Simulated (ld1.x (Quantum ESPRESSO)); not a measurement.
Varying the TM potential for neon (Ne)

Base potential:

- Element: neon
- Generator: ld1.x (Quantum ESPRESSO) 7.5
- Type: norm-conserving Troullier–Martins (Kleinman–Bylander form)
- Functional: PBEsol
- Relativity: scalar-relativistic
- Frozen core: [He]
- Valence charge: 8
- Reference configuration: 2s2 2p6
- Partial waves: 2s (bound): rc 0.65 bohr; 3d channel at 0.1 Ry: rc 1.35 bohr; 2p (bound): rc 1.40 bohr
- Local potential: the p channel
- Core correction: a·sin(br)/r model core inside 0.60 bohr

Cutoffs, loose and tight: the cutoffs (Ry, on a coarse ladder) from which the occupation-weighted sum of valence levels, in a spherical-Bessel basis at the reference potential, stays within 10 and 1 mRy of its value at 400 Ry. They do not see the model core or the augmentation charge, which bear on the density cutoff. Test errors are all-electron minus pseudo excitation energies from the reference, over the configurations 2s2 2p5; 2s2 2p4; 2s2 2p3; 2s2 2p5.5; 2s1 2p6; 2s2 2p2. A dash means not determined; rows that change the core or the reference have their own tests.

| change | outcome | cutoff, loose | cutoff, tight | bound ghosts | largest test error (meV) |
| --- | --- | --- | --- | --- | --- |
| base | generated | 200 Ry | 300 Ry | none | +2444 |
| core correction none | generated | 200 Ry | 300 Ry | none | +2450 |
| core correction a·sin(br)/r model core inside 0.26 bohr | generated | 200 Ry | 300 Ry | none | +2435 |
| core correction a·sin(br)/r model core inside 0.38 bohr | generated | 200 Ry | 300 Ry | none | +2399 |
| core correction a·sin(br)/r model core inside 0.44 bohr | generated | 200 Ry | 300 Ry | none | +2410 |
| core correction a·sin(br)/r model core inside 0.52 bohr | generated | 200 Ry | 300 Ry | none | +2435 |
| core correction a·sin(br)/r model core inside 0.58 bohr | generated | 200 Ry | 300 Ry | none | +2443 |
| core correction a·sin(br)/r model core inside 0.70 bohr | generated | 200 Ry | 300 Ry | none | +2448 |
| core correction a·sin(br)/r model core inside 0.80 bohr | generated | 200 Ry | 300 Ry | none | +2450 |
